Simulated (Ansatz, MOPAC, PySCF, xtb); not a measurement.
Noncovalent pair: CH2O (SMILES C=O) (first 4 atoms) with CH2F2 (SMILES FCF); geometry from B3LYP-D3(BJ)/def2-TZVP, rigid monomers moved along the line of their centres of mass till O2···H9 is 3.43 Å.
(charge 0, multiplicity 1):
```xyz
9

C     -0.3321    -0.1009    -0.0157
O      0.6460    -0.7140     0.3174
H     -0.5454     0.1159    -1.0798
H     -1.0646     0.2758     0.7196
F     -0.2620     0.8157     4.2159
C     -0.1861    -0.5349     4.4087
F     -1.3946    -1.0760     4.0719
H     -0.0057    -0.7234     5.4679
H      0.5718    -0.9377     3.7396
```

Interaction energies are E(AB) − E(A) − E(B) at the monomers' geometry in the complex; basis-set methods are counterpoise corrected. Rows marked so take none.

Rows in STO-3G carry no dispersion term and start afresh at each structure. The state that AM1 reach isn't checked.

Codes used: Ansatz (a first-principles code) with Gaussian orbitals; MOPAC for AM1 (differences of heats of formation); PySCF for STO-3G rows, the dispersion terms; xtb for the GFN methods. Each number belongs to the level named beside it.

```
level                        interaction energy (kcal/mol)
---------------------------  -----------------------------
AM1                                                  -0.72
GFN1-xTB                                             -1.48
GFN2-xTB                                             -1.74
HF/STO-3G (no counterpoise)                          -0.48
PBE/def2-TZVPPD                                        ___
r2SCAN-D3(BJ)/def2-TZVPPD                            -1.53
r2SCAN-D4/def2-TZVPPD                                -1.53
B3LYP-D3(BJ)/def2-TZVPPD                             -1.59
B3LYP-D4/def2-TZVPPD                                 -1.60
```

Fill in the missing entries.


- PBE/def2-TZVPPD, interaction energy (kcal/mol): -1.30
